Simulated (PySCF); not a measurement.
System: difluoro(dihydroxy)silane, sum formula H2SiO2F2, net charge 0, singlet state. 
Geometry from a B3LYP-D3(BJ)/def2-TZVP (Ansatz) optimisation:
SMILES: O[Si](O)(F)F
```xyz
7

O      1.5592    -0.4111    -0.1868
Si     0.0097     0.0006    -0.0100
O     -0.8955    -1.3260     0.2073
F     -0.2108     0.9984     1.2056
F     -0.4072     0.8080    -1.3029
H      1.9201    -1.1263     0.3420
H     -1.8031    -1.2425     0.5098
```
Charge 0, spin multiplicity 1.

Dispersion corrections to the total energy (kcal/mol) from the dftd3 and dftd4 libraries through PySCF: D3(BJ) without and D4 with the three-body term, each with the damping fitted for the functional named.

| functional | D3(BJ) | D4 |
|---|---|---|
| BP86 | … | -3.87 |
| r2SCAN | -0.65 | -0.68 |
| B2GP-PLYP | -1.74 | -1.21 |
| B3LYP | -4.40 | -4.81 |
| PW6B95 | -1.23 | -2.74 |
| PBE0 | … | -2.45 |
| BHLYP | -3.51 | … |

What belongs in the gaps?


- BP86, D3(BJ): -3.96
- PBE0, D3(BJ): -2.12
- BHLYP, D4: -3.50
